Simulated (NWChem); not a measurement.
Species: AlHOBr$_{2}$; SMILES [OH][Al]([Br])[Br]

```xyz
5

Al    -0.0580     0.0000     0.7334
Br    -1.9355     0.0000    -0.4715
Br     1.9418     0.0000    -0.2802
O     -0.2032     0.0000     2.4144
H      0.5174     0.0000     3.0471
```
Atoms are numbered in this order, from 1.

All runs: NWChem. Pople sets run with spherical d functions. All runs use the structure optimised with PBE0/def2-SVP. B3LYP is NWChem's, with the RPA form of VWN correlation. Vzz is the largest principal value of the second derivative of the potential at the nucleus (NWChem prints the opposite sign); η is the asymmetry. Non-relativistic.

```tsv
level	Vzz Al1 (a.u.)	η Al1	Vzz Br2 (a.u.)	η Br2	Vzz Br3 (a.u.)	η Br3	Vzz O4 (a.u.)	η O4
PBE/def2-SVP	0.584	0.64	3.214	0.25	3.050	0.23	1.320	0.13
PBE/6-31G*	0.552	0.75	3.241	0.25	3.046	0.24	1.265	0.15
B3LYP/def2-SVP	0.636	0.60	3.166	0.26	3.017	0.23	1.365	0.13
B3LYP/6-31G*	0.601	0.68	3.155	0.27	2.976	0.24	1.313	0.15
```
